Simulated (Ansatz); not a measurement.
Consider the isomerisation: `F[SiH](Cl)[SiH2][SiH3]` → `F[SiH]([SiH3])[SiH2]Cl`.

Calculated with Ansatz (gas phase, PBE0-D4/def2-TZVP geometries, no zero-point term in ΔE). CCSD(T)/CBS is the MP2 limit (def2-TZVPP, def2-QZVPP) plus CCSD(T) − MP2 in def2-TZVPP, frozen cores. DFT in def2-TZVPP. B3LYP here is the variant with VWN-RPA as its local correlation; programs differ in this. Each species was taken in one conformer, which may not be the lowest.

```csv
level,ΔE (eV)
PBE0-D4,0.26
B3LYP-D4,0.24
ωB97M-V,0.26
r2SCAN,0.29
PBE0,0.27
B3LYP,0.25
MP2/def2-QZVPP,0.27
CCSD/CBS(def2),0.25
```

Task: What does CCSD(T)/CBS give? (An estimate is asked.)

Result: The calculation gave: +0.26 eV. The listed levels differ from it by 0.00, -0.02, 0.00, 0.03, 0.01, -0.01, 0.01, -0.01 eV.

Largest T1 diagnostic among the species: 0.012.

In def2-TZVPP, CCSD(T) changes the Hartree–Fock value by +0.05 eV (the triples alone add +0.01 eV) and MP2 by +0.05 eV.
